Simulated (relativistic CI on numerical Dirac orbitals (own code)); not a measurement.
Hyperfine structure of Er XXII, mass number 167

Method of calculation: Dirac-Coulomb-Breit CI, separate exchange-only KLI orbitals for each configuration, a model potential for QED, unscaled Slater integrals (own radial code, finite nucleus).

Configuration list (outside the closed core [Ar] 3d10): 4s2.4p6.4d10.4f, 4s2.4p6.4d10.5s, 4s2.4p6.4d9.4f2, 4s2.4p6.4d10.5p, 4s2.4p6.4d10.5d, 4s2.4p5.4d10.4f2, 4s2.4p6.4d9.5s2, 4s2.4p6.4d9.4f.5s, 4s2.4p6.4d10.5f, 4s2.4p6.4d9.5s.5p, 4s2.4p6.4d10.6s, 4s.4p6.4d10.4f2, 4s2.4p6.4d9.4f.5p, 4s2.4p6.4d10.6p, 4s2.4p6.4d10.5g, 4s2.4p6.4d9.5p2. Levels of other configurations are missing.

Nuclear spin I = 7/2, μ = -0.5623 μN, Q = 3.57 b (tables of Stone and Pyykkö). The electronic factors are computed for point nuclear moments, without core polarisation or the Bohr-Weisskopf and QED corrections.

```
                  Level  E (cm⁻¹)  A (MHz)  B (MHz)
4s2.4p6.4d10.4f 2F°_5/2         0   -420.5     9640
4s2.4p6.4d10.4f 2F°_7/2     15075   -228.1    10900
 4s2.4p6.4d10.5s 2S_1/2    514341   -45470         
4s2.4p6.4d10.5p 2P°_1/2    799957   -13580         
4s2.4p6.4d10.5p 2P°_3/2    925944    -1785    76200
 4s2.4p6.4d9.4f2 4F_3/2   1284139   -98.45    -2510
 4s2.4p6.4d9.4f2 4F_5/2   1287975   -334.3     7850
 4s2.4p6.4d9.4f2 4F_7/2   1296546     -324     8820
```

Levels with J = 0, under 50 % of one LS term, or S terms without an open s electron are left out. Small factors come from cancelling terms and can be off by tens of per cent or more.

At this charge transitions that keep the count of f electrons are usually good to a few per cent. Terms inside the open d or f shell come out 10 to 20 % too wide with unscaled integrals. Levels that differ in their count of f electrons can be misplaced by several ten thousand cm⁻¹, since the correlation energy of f electrons is missing or only estimated; rates across such gaps can be off by orders of magnitude.

Q: Give the hyperfine levels of 4s2.4p6.4d10.4f 2F°_5/2 relative to its centre of gravity.

A: With K = F(F + 1) − I(I + 1) − J(J + 1), E = AK/2 + B[¾K(K + 1) − I(I + 1)J(J + 1)]/[2I(2I − 1)J(2J − 1)]: F = 1: 9897, F = 2: 6301, F = 3: 1940, F = 4: -1946, F = 5: -3705, F = 6: -1269 MHz.

LS names give the leading component of a level, which can be under half, so a name can repeat, a term be missing and a line seem to break the LS rules.
